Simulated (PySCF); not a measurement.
# Electron affinity of Ge by level of theory

Ge- [Ar] 3d10 4s2 4p3 (4S) → Ge [Ar] 3d10 4s2 4p2 (3P), as a difference of total energies. Computed with PySCF 2.14 in aug-cc-pVDZ-DK, with the spin-free X2C one-electron Hamiltonian (Gaussian nucleus). Correlated levels: valence: [Ar] 3d10 frozen. The calculations carry no spin-orbit coupling.

Task: Order these methods by the electron affinity they give, lowest first.
A. M06-L
B. LDA
C. SCS-MP2 (valence)
D. BHandHLYP

Result: A (1.044 eV), C (1.084 eV), D (1.119 eV), B (1.536 eV).

A first-order spin-orbit estimate (lowest level to lowest level, LS coupling) adds -0.101 eV.

Errors of the correlated levels include the incompleteness of this basis and the frozen core.

In the anion the highest occupied orbital energy is positive at LDA, PBE, PBE0, r2SCAN, M06-L, r2SCANh, TPSSh, a self-interaction effect; the basis confines that electron, and the energy difference can still be sensible.

For comparison: 1.233 eV (measured; photodetachment measurements, as compiled on the Wikipedia data page of electron affinities).
